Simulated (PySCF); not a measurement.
Vertical excitations of a molecule C₂H₇AlFN from PySCF 2.14.0 with TDDFT-PBE/def2-SVPD, as energy in eV (oscillator strength): 5.23 (0.047), 5.83 (0.052), 6.42 (0.001), 6.43 (0.115), 6.51 (0.019), 6.79 (0.012), 7.06 (0.061), 7.26 (0.001), 7.31 (0.000), 7.52 (0.002). Lowest triplet (TDA): 4.92 eV. Geometry optimised at B3LYP-D3(BJ)/def2-SVP. Other conformers were not sampled.

**Question.** Pick the molecule that these values belong to.
A. C[CH2][Al]([NH2])[F]
B. C[N](C)[AlH][F]
C. C[NH][Al]([CH3])[F]

**Answer.** A, C[CH2][Al]([NH2])[F]
